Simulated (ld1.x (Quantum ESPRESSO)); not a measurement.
# Pseudopotential generation for cobalt: TM, BP86, scalar-relativistic.

| Property | Result |
| --- | --- |
| Element | Co |
| Generator | ld1.x (Quantum ESPRESSO) 7.5 |
| Type | norm-conserving Troullier–Martins (Kleinman–Bylander form) |
| Functional | BP86 |
| Relativity | scalar-relativistic |
| Frozen core | [Ar] |
| Valence charge | 9 |
| Reference configuration | 3d7 4s0 4p0 (charge +2) |
| Partial waves | 4s (bound, empty): rc 1.95 bohr; 4p (bound, empty): rc 1.90 bohr; 3d (bound): rc 1.10 bohr |
| Local potential | the d channel |
| Core correction | a·sin(br)/r model core, default radius (core density twice the valence density) |

All-electron outer shells of the reference configuration (BP86, scalar-relativistic, ld1.x):

```csv
shell,level (eV),outermost node (bohr),outermost maximum (bohr)
3p,-84.78,0.28,0.68
3d,-27.15,–,0.66
4s,-20.78,0.95,2.07
4p,-14.40,1.03,2.47
```

Calculated quality:

```json
{
  "Cutoffs needed": "180 Ry and 260 Ry (the cutoffs (Ry, on a coarse ladder) from which the occupation-weighted sum of valence levels, in a spherical-Bessel basis at the reference potential, stays within 10 and 1 mRy of its value at 400 Ry)",
  "Ghost test": "ghost states, extra bound levels that the all-electron valence spectrum of the same l lacks: s at -395.4 eV, p at -150.6 eV; a true bound ghost makes a file unfit for plane-wave use (spherical-Bessel basis up to 400 Ry, 20 bohr box)",
  "Largest excitation error": "-1493 meV (all-electron minus pseudo) for 3d5 4s0 4p0, out of 7 test configurations"
}
```

Generation and tests took about 1.5 s on one core of a shared server CPU.
